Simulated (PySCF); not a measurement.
GeO, SMILES [O]=[Ge] (connectivity only; charge and spin as stated), neutral, multiplicity 1. Heavy atoms are numbered as in [Ge:1]=[O:2].

The structure is a stationary point at B3LYP-D3(BJ)/def2-TZVPD.

Computed with PBE/pcSseg-2 (PySCF).

GIAO shieldings, no solvent; atoms alike by connectivity are averaged. δ = σ(ref) − σ: ⁷³Ge against GeH4 (σ = 1621.0 ppm); ¹⁷O against H2O (σ = 327.5 ppm), references at their B3LYP-D3(BJ)/def2-TZVP geometries, non-relativistic.

| nucleus | atoms | count | δ (ppm) |
|---|---|---|---|
| ⁷³Ge | Ge1 | 1 | 698.4 |
| ¹⁷O | O2 | 1 | 736.2 |
